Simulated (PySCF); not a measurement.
Identify the unknown among the candidates.

All candidates are C5H7PS.

- 1H NMR: chemical shifts (computed TMS as zero) by class: 7.58 (1 H), 3.01 (3 H), 2.70 (3 H) ppm [GIAO PBE0/pcSseg-1]
- 13C NMR: chemical shifts (computed TMS as zero) by class: 195.6 (1 C), 164.9 (1 C), 140.1 (1 C), 21.2 (1 C), 18.6 (1 C) ppm [GIAO PBE0/pcSseg-1]
- Dipole: 0.90 D [PBE0/def2-SVPD]
- Rotational structure: rotational constants A, B, C: 3.177, 1.614, 1.085 GHz [GFN2-xTB]
- NMR, other nuclei: isotropic shieldings of nuclei other than C and H, by class: 90 (1 P), 165 (1 S) ppm [GIAO PBE0/pcSseg-1]
- Polarisability: 101.6 au [PBE0/def2-SVPD]

The electronic properties come from PySCF, for the isolated species, density fitting. Levels stand in brackets. Isolated species at its GFN2-xTB geometry, gas phase. GFN2-xTB frequencies show an imaginary mode (51i cm⁻¹), so this geometry is no minimum at that level. NMR classes are plain means over equivalent atoms (diastereotopic ones count apart unless rotation or inversion swaps them), as if these changed places fast.

Task: Which candidate is it?
A. `CC1=C[P@@H](=S)C=C1`
B. `CC1=CC=C[P@H]1=S`
C. `Cc1csc(C)p1`
D. `CPc1ccsc1`

Result: C. It is `Cc1csc(C)p1`. Numbering: `[CH3:1][c:2]1[cH:3][s:4][c:5]([CH3:6])[p:7]1`. 5 carbons fall into 5 classes; from least to most shielded: substituted aromatic carbon [C5] (195.6 ppm), substituted aromatic carbon [C2] (164.9 ppm), aromatic CH next to a ring sulfur [C3] (140.1 ppm), benzylic-type carbon [C6] (21.2 ppm), benzylic-type carbon [C1] (18.6 ppm). Hydrogen classes from least to most shielded: 1 H on an aromatic CH next to a ring sulfur, C3 (7.58 ppm), 3 H on a benzylic-type carbon, C6 (3.01 ppm), 3 H on a benzylic-type carbon, C1 (2.70 ppm). The other shieldings belong to: 90 ppm, phosphorus bonded to 2 C [P7]; 165 ppm, thiophene-type sulfur [S4]. By its constants the optimised geometry is an asymmetric top.

The others, at the same levels:
- `CC1=C[P@@H](=S)C=C1` fails: its computed 13C shifts are 160.1 (1 C), 150.5 (1 C), 142.1 (1 C), 132.5 (1 C), 21.9 (1 C) ppm, 1H shifts are 7.67 (1 H), 6.82 (1 H), 6.43 (1 H), 5.99 (1 H), 2.18 (3 H) ppm and static isotropic polarisability is 103.2 au (against 101.6 au).
- `CPc1ccsc1` fails: its computed 13C shifts are 143.2 (1 C), 136.1 (1 C), 133.9 (1 C), 133.3 (1 C), 12.8 (1 C) ppm, 1H shifts are 7.26 (1 H), 7.18 (1 H), 7.17 (1 H), 4.43 (1 H), 1.37 (3 H) ppm and rotational constant A is 4.685 GHz (against 3.177 GHz).
- `CC1=CC=C[P@H]1=S` fails: its computed 13C shifts are 155.4 (1 C), 149.0 (1 C), 140.4 (1 C), 136.8 (1 C), 15.9 (1 C) ppm, 1H shifts are 7.31 (1 H), 6.96 (1 H), 6.61 (1 H), 6.28 (1 H), 2.26 (3 H) ppm and rotational constant A is 2.667 GHz (against 3.177 GHz).

Each candidate is one conformer, not necessarily the lowest. The conformers computed, where there is a choice (atom-mapped SMILES and torsion angles):
- `[CH3:1][PH:2][c:3]1[cH:4][cH:5][s:6][cH:7]1`: C1–P2–C3–C4 75°
